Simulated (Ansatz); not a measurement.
C3H4O, SMILES `C=C=CO` (charge 0, multiplicity 1).

Method: CAM-B3LYP/cc-pVTZ // B3LYP-D3(BJ)/def2-TZVP in Ansatz (an electronic-structure program).

Ansatz 0.2 input:
```yaml
crystal:
  periodic: [false, false, false]
  atoms:
    - { symbol: C, position_ang: [1.567237, -0.502086, 0.421011] }
    - { symbol: C, position_ang: [0.339742, -0.181899, 0.133613] }
    - { symbol: C, position_ang: [-0.904042, 0.105698, -0.13042] }
    - { symbol: O, position_ang: [-1.274461, 1.163208, -0.931456] }
    - { symbol: H, position_ang: [2.077578, -0.089186, 1.286259] }
    - { symbol: H, position_ang: [2.137412, -1.190317, -0.196107] }
    - { symbol: H, position_ang: [-1.70903, -0.49395, 0.282639] }
    - { symbol: H, position_ang: [-2.234436, 1.188529, -0.987515] }
basis:
  gaussian: { orbitals: cc-pVTZ }
hamiltonian:
  xc: cam_b3lyp
```

Output:

```
Functional definition: CAM-B3LYP
899 factors; their error is unknown
228 factors; integrals over basis functions are off by at most 1.3e-5 eV
mean field evaluation 1: about -5215.7871 eV, gradient 4.9e1 eV
mean field evaluation 2: about -5216.5098 eV, gradient 4.7e1 eV
mean field evaluation 4: about -5220.4805 eV, gradient 1.7e0 eV
mean field evaluation 8: about -5220.4862 eV, gradient 1.9e-2 eV
mean field -5220.47777806 eV, -191.8490197767 hartree, gradient 7.8e-5 eV, S^2 0.000000; 0 other end points of the search recorded, 0 dependent functions left out
reference -5220.47788334 eV, -191.8490236459 hartree; 15, 15 occupied and 161, 161 virtual orbitals, 899 factors
Total energy: -5220.47788334 eV, -191.8490236459 hartree
```
